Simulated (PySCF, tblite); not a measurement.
Isomers of C5H13NOSi2. Level: GFN2-xTB in tblite, geometry and Hessian alike; calculated harmonic values, unscaled, isolated species. Errors from tens to a few hundred cm⁻¹ against measured bands are possible. Modes of hydrogen on silicon can be 10 to 20 % off. One conformer each.

Electronic energies: PBE0/pcSseg-1 single points on the GFN2-xTB geometries (PySCF, gas phase).

```
                              SMILES  electronic energy, lowest = 0 (kcal/mol)
           CC(=O)[Si@]1(C[SiH3])CCN1                                      44.0
CC(=O)[C@@H]1C[C@@H]1N([SiH3])[SiH3]                                      54.1
   O=C[C@@H]1C[SiH2][C@H](N[SiH3])C1                                      51.6
            CC(C)[Si@H](C#N)C[SiH2]O                                      11.9
         CC(=O)N[Si@H]1C[Si@@H](C)C1                                       0.0
       O=C(NC[SiH3])[C@@H]1CC[SiH2]1                                      52.5
           C=CC[Si@@](N)(C=C)[SiH2]O                                      33.7
   N[SiH2][Si@@H]1O[C@@H]2CC[C@H]1C2                                      18.4
```

Task: How do GFN2-xTB zero-point energies change the relative energies?

Result: 
```json
{"SMILES": "CC(=O)N[Si@H]1C[Si@@H](C)C1", "ZPE (kcal/mol)": "106.5", "of it from modes above 1550 cm⁻¹": "57.2", "electronic (kcal/mol)": "0.0", "with ZPE, lowest = 0 (kcal/mol)": "0.0", "lowest mode (cm⁻¹)": "25", "rings": "1"}
{"SMILES": "CC(C)[Si@H](C#N)C[SiH2]O", "ZPE (kcal/mol)": "104.9", "of it from modes above 1550 cm⁻¹": "56.8", "electronic (kcal/mol)": "11.9", "with ZPE, lowest = 0 (kcal/mol)": "10.3", "lowest mode (cm⁻¹)": "29", "rings": "0"}
{"SMILES": "N[SiH2][Si@@H]1O[C@@H]2CC[C@H]1C2", "ZPE (kcal/mol)": "109.1", "of it from modes above 1550 cm⁻¹": "53.3", "electronic (kcal/mol)": "18.4", "with ZPE, lowest = 0 (kcal/mol)": "21.1", "lowest mode (cm⁻¹)": "24", "rings": "2"}
{"SMILES": "C=CC[Si@@](N)(C=C)[SiH2]O", "ZPE (kcal/mol)": "104.7", "of it from modes above 1550 cm⁻¹": "61.2", "electronic (kcal/mol)": "33.7", "with ZPE, lowest = 0 (kcal/mol)": "31.9", "lowest mode (cm⁻¹)": "31", "rings": "0"}
{"SMILES": "CC(=O)[Si@]1(C[SiH3])CCN1", "ZPE (kcal/mol)": "105.1", "of it from modes above 1550 cm⁻¹": "55.7", "electronic (kcal/mol)": "44.0", "with ZPE, lowest = 0 (kcal/mol)": "42.7", "lowest mode (cm⁻¹)": "30", "rings": "1"}
{"SMILES": "O=C[C@@H]1C[SiH2][C@H](N[SiH3])C1", "ZPE (kcal/mol)": "104.0", "of it from modes above 1550 cm⁻¹": "53.0", "electronic (kcal/mol)": "51.6", "with ZPE, lowest = 0 (kcal/mol)": "49.1", "lowest mode (cm⁻¹)": "41", "rings": "1"}
{"SMILES": "O=C(NC[SiH3])[C@@H]1CC[SiH2]1", "ZPE (kcal/mol)": "104.1", "of it from modes above 1550 cm⁻¹": "53.1", "electronic (kcal/mol)": "52.5", "with ZPE, lowest = 0 (kcal/mol)": "50.2", "lowest mode (cm⁻¹)": "17i", "rings": "1"}
{"SMILES": "CC(=O)[C@@H]1C[C@@H]1N([SiH3])[SiH3]", "ZPE (kcal/mol)": "101.3", "of it from modes above 1550 cm⁻¹": "52.3", "electronic (kcal/mol)": "54.1", "with ZPE, lowest = 0 (kcal/mol)": "48.9", "lowest mode (cm⁻¹)": "56", "rings": "1"}
```

The zero-point energies span 7.8 kcal/mol, from `CC(=O)[C@@H]1C[C@@H]1N([SiH3])[SiH3]` to `N[SiH2][Si@@H]1O[C@@H]2CC[C@H]1C2`. Slightly imaginary modes are left out of the zero-point energy: `O=C(NC[SiH3])[C@@H]1CC[SiH2]1` 17.0i cm⁻¹. The lowest isomer stays, but the order above it changes.

Task: And how do the electronic energies of GFN2-xTB itself compare?

Result: `CC(=O)N[Si@H]1C[Si@@H](C)C1` 44.9; `CC(C)[Si@H](C#N)C[SiH2]O` 48.1; `N[SiH2][Si@@H]1O[C@@H]2CC[C@H]1C2` 0.0; `C=CC[Si@@](N)(C=C)[SiH2]O` 60.3; `CC(=O)[Si@]1(C[SiH3])CCN1` 68.9; `O=C[C@@H]1C[SiH2][C@H](N[SiH3])C1` 40.8; `O=C(NC[SiH3])[C@@H]1CC[SiH2]1` 44.9; `CC(=O)[C@@H]1C[C@@H]1N([SiH3])[SiH3]` 23.5 kcal/mol, lowest = 0. Against the energies above, taken from the same isomer `CC(=O)N[Si@H]1C[Si@@H](C)C1`, the largest difference is 75.5 kcal/mol.

Task: What do entropy and thermal enthalpy add at 298.15 K and 1 bar (rigid rotor, harmonic oscillator, one conformer each)?

Result: 
```csv
SMILES,point group,symmetry number,S (cal/(mol K)),H − H(0) (kcal/mol),ZPE + H − H(0) − TS (kcal/mol)
CC(=O)N[Si@H]1C[Si@@H](C)C1,C1,1,115.2,8.87,81.0
CC(C)[Si@H](C#N)C[SiH2]O,C1,1,118.2,9.34,79.0
C=CC[Si@@](N)(C=C)[SiH2]O,C1,1,122.5,9.77,78.0
CC(=O)[Si@]1(C[SiH3])CCN1,C1,1,116.7,8.97,79.3
O=C[C@@H]1C[SiH2][C@H](N[SiH3])C1,C1,1,106.5,7.95,80.2
CC(=O)[C@@H]1C[C@@H]1N([SiH3])[SiH3],C1,1,110.0,8.51,77.0
```

Not tabulated: `N[SiH2][Si@@H]1O[C@@H]2CC[C@H]1C2` (lowest mode only 24 cm⁻¹); `O=C(NC[SiH3])[C@@H]1CC[SiH2]1` (lowest mode only 17i cm⁻¹).
